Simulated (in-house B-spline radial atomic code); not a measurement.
Fe¹⁹⁺. Computed with a B-spline radial atomic code. Model: all-electron spherical atom, spin shells full or empty, radial basis limit, no spin-orbit coupling: exact exchange with a local potential (Slater, KLI or optimised effective potential, whose far tail is KLI's), no correlation.

Exchange potential has not reached -1/r at the last radius.

The run also made RPA and GW results, which its time includes.

The Slater potential averages the orbital exchange potentials with the orbital densities as weights, KLI adds orbital constants, and the optimised effective potential minimises the exact-exchange energy among local potentials. So their energies lie above Hartree-Fock in the order OEP, KLI, Slater. All fall off as −1/r, unlike LDA and GGA exchange.

Command:
```bash
python run_gw.py task.json out
```
Settings (lengths in bohr, energies in hartree):
```
Z                      26
electrons              7
configuration          [He] 2s2 2p3
hamiltonian            nr
method                 kli
lmax                   9
spin_polarised         True
box_radius             4.23
intervals              63
```

Cost of the run: 2.1 s on 1 thread of Arm Neoverse N1 (shared host).

Given: hamiltonian non-relativistic; mean-field start exchange-only KLI.

Computed: energy above Hartree-Fock 2.0123 millihartree; virial ratio -E/T less 1 3.6e-05.

```json
{"radius (bohr)": "0.00192", "r times exchange potential up (hartree bohr)": "-0.04235", "r times exchange potential down (hartree bohr)": "-0.04487"}
{"radius (bohr)": "0.00227", "r times exchange potential up (hartree bohr)": "-0.05003", "r times exchange potential down (hartree bohr)": "-0.053009"}
{"radius (bohr)": "0.00267", "r times exchange potential up (hartree bohr)": "-0.05879", "r times exchange potential down (hartree bohr)": "-0.062294"}
{"radius (bohr)": "0.00315", "r times exchange potential up (hartree bohr)": "-0.069262", "r times exchange potential down (hartree bohr)": "-0.073393"}
{"radius (bohr)": "0.00372", "r times exchange potential up (hartree bohr)": "-0.081638", "r times exchange potential down (hartree bohr)": "-0.086514"}
{"radius (bohr)": "0.00438", "r times exchange potential up (hartree bohr)": "-0.095876", "r times exchange potential down (hartree bohr)": "-0.10161"}
{"radius (bohr)": "0.00516", "r times exchange potential up (hartree bohr)": "-0.11256", "r times exchange potential down (hartree bohr)": "-0.11931"}
{"radius (bohr)": "0.00609", "r times exchange potential up (hartree bohr)": "-0.13222", "r times exchange potential down (hartree bohr)": "-0.14017"}
{"radius (bohr)": "0.00718", "r times exchange potential up (hartree bohr)": "-0.15491", "r times exchange potential down (hartree bohr)": "-0.16427"}
{"radius (bohr)": "0.00846", "r times exchange potential up (hartree bohr)": "-0.181", "r times exchange potential down (hartree bohr)": "-0.192"}
{"radius (bohr)": "0.00998", "r times exchange potential up (hartree bohr)": "-0.21112", "r times exchange potential down (hartree bohr)": "-0.22404"}
{"radius (bohr)": "0.0118", "r times exchange potential up (hartree bohr)": "-0.24588", "r times exchange potential down (hartree bohr)": "-0.26107"}
{"radius (bohr)": "0.0139", "r times exchange potential up (hartree bohr)": "-0.28406", "r times exchange potential down (hartree bohr)": "-0.30184"}
{"radius (bohr)": "0.0163", "r times exchange potential up (hartree bohr)": "-0.32505", "r times exchange potential down (hartree bohr)": "-0.3457"}
{"radius (bohr)": "0.0193", "r times exchange potential up (hartree bohr)": "-0.37219", "r times exchange potential down (hartree bohr)": "-0.39633"}
{"radius (bohr)": "0.0227", "r times exchange potential up (hartree bohr)": "-0.42006", "r times exchange potential down (hartree bohr)": "-0.448"}
{"radius (bohr)": "0.0268", "r times exchange potential up (hartree bohr)": "-0.47011", "r times exchange potential down (hartree bohr)": "-0.50238"}
{"radius (bohr)": "0.0316", "r times exchange potential up (hartree bohr)": "-0.51856", "r times exchange potential down (hartree bohr)": "-0.55558"}
{"radius (bohr)": "0.0372", "r times exchange potential up (hartree bohr)": "-0.56252", "r times exchange potential down (hartree bohr)": "-0.60454"}
{"radius (bohr)": "0.0439", "r times exchange potential up (hartree bohr)": "-0.59983", "r times exchange potential down (hartree bohr)": "-0.64681"}
{"radius (bohr)": "0.0517", "r times exchange potential up (hartree bohr)": "?", "r times exchange potential down (hartree bohr)": "?"}
{"radius (bohr)": "0.061", "r times exchange potential up (hartree bohr)": "-0.64333", "r times exchange potential down (hartree bohr)": "-0.6915"}
{"radius (bohr)": "0.0719", "r times exchange potential up (hartree bohr)": "-0.65552", "r times exchange potential down (hartree bohr)": "-0.6841"}
{"radius (bohr)": "0.0848", "r times exchange potential up (hartree bohr)": "-0.68059", "r times exchange potential down (hartree bohr)": "-0.64795"}
{"radius (bohr)": "0.1", "r times exchange potential up (hartree bohr)": "-0.74204", "r times exchange potential down (hartree bohr)": "-0.5813"}
{"radius (bohr)": "0.118", "r times exchange potential up (hartree bohr)": "-0.84847", "r times exchange potential down (hartree bohr)": "-0.52186"}
{"radius (bohr)": "0.139", "r times exchange potential up (hartree bohr)": "-0.98142", "r times exchange potential down (hartree bohr)": "-0.54947"}
{"radius (bohr)": "0.164", "r times exchange potential up (hartree bohr)": "-1.1188", "r times exchange potential down (hartree bohr)": "-0.65138"}
{"radius (bohr)": "0.193", "r times exchange potential up (hartree bohr)": "-1.2374", "r times exchange potential down (hartree bohr)": "-0.75723"}
{"radius (bohr)": "0.228", "r times exchange potential up (hartree bohr)": "-1.3257", "r times exchange potential down (hartree bohr)": "-0.84613"}
{"radius (bohr)": "0.268", "r times exchange potential up (hartree bohr)": "-1.3694", "r times exchange potential down (hartree bohr)": "-0.91061"}
{"radius (bohr)": "0.316", "r times exchange potential up (hartree bohr)": "-1.37", "r times exchange potential down (hartree bohr)": "-0.95505"}
{"radius (bohr)": "0.373", "r times exchange potential up (hartree bohr)": "-1.3342", "r times exchange potential down (hartree bohr)": "-0.98107"}
{"radius (bohr)": "0.44", "r times exchange potential up (hartree bohr)": "-1.2769", "r times exchange potential down (hartree bohr)": "-0.9935"}
{"radius (bohr)": "0.518", "r times exchange potential up (hartree bohr)": "?", "r times exchange potential down (hartree bohr)": "?"}
{"radius (bohr)": "0.611", "r times exchange potential up (hartree bohr)": "-1.1504", "r times exchange potential down (hartree bohr)": "-0.99965"}
{"radius (bohr)": "0.721", "r times exchange potential up (hartree bohr)": "-1.0933", "r times exchange potential down (hartree bohr)": "-0.99995"}
```

(1) What belongs in the row 0.0517?

(2) What belongs in the row 0.518?

```
occupied  level (hartree)  Hartree-Fock level (hartree)
   1s up          -291.68                        -296.6
 1s down                ?                             ?
   2s up          -61.031                       -61.474
 2s down          -59.305                       -59.306
   2p up          -58.098                       -58.099
```

(3) What belongs in the row 1s down?

| empty | level (hartree) |
| --- | --- |
| 2p down | -56.174 |
| 3s up | -25.143 |
| 3s down | -24.676 |
| 3p up | -24.23 |
| 3p down | -23.727 |
| 3d up | -23.236 |
| 3d down | ? |
| 4s up | -13.62 |
| 4s down | -13.498 |
| 4p up | ? |
| 4p down | -13.108 |
| 4d up | -12.846 |
| 4d down | -12.65 |
| 4f up | -12.635 |

(4) What belongs in the row 3d down?

(5) What belongs in the row 4p up?

## Answers

(1) r times exchange potential up (hartree bohr): -0.62668; r times exchange potential down (hartree bohr): -0.67712.

(2) r times exchange potential up (hartree bohr): -1.213; r times exchange potential down (hartree bohr): -0.99824.

(3) level (hartree): -292.04; Hartree-Fock level (hartree): -295.58.

(4) level (hartree): -22.533.

(5) level (hartree): -13.239.

The highest level, 2p up, differs from Hartree-Fock by +0.032 eV and the deepest, 1s down, by +96.3 eV: a local potential can match the highest level but can't give each shell its own exchange.
